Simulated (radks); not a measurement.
Values are calculated unless marked as measured or tabulated.
Ce, configuration [Xe] 4f1 5d1 6s2.

Code: a radial shooting solver on a logarithmic mesh with Libxc functionals. Model: scalar-relativistic Kohn-Sham, PBEsol, spin-unpolarised, spherical densities, finite nucleus; Fermi nuclear charge, rms radius 4.8771 fm.

Energy parts (eV):
total: -241002.53
kinetic: 255397.07
electron-nucleus: -583856.26
Hartree: 93057.01
exchange-correlation: -5600.34

Orbitals (lengths in bohr, moments of r in powers of bohr):
| orbital | occ. | eigenvalue (eV) | <1/r> |
|---|---|---|---|
| 1s | 2 | -40248.12 | 63.31 |
| 2s | 2 | -6444.798 | 14.59 |
| 2p | 6 | -5773.245 | 13.82 |
| 3s | 2 | -1387.580 | 5.297 |
| 3p | 6 | -1173.966 | 5.017 |
| 3d | 10 | -870.1907 | 4.759 |
| 4s | 2 | -280.5691 | 2.212 |
| 4p | 6 | -210.8144 | 2.040 |
| 4d | 10 | -110.3996 | 1.778 |
| 4f | 1 | -5.4243 | 1.209 |
| 5s | 2 | -40.6086 | 0.8736 |
| 5p | 6 | -23.2258 | 0.7441 |
| 5d | 1 | -3.0736 | 0.4489 |
| 6s | 2 | -3.7701 | 0.2905 |

The highest occupied level is 5d at -3.074 eV. Summed over all electrons, <r^2> = 92.68 bohr^2, which gives a Langevin (diamagnetic) susceptibility term of -73.4 x 10^-6 cm^3/mol. The electron density at the nucleus is 3.972e+05 e/bohr^3 (large components only).
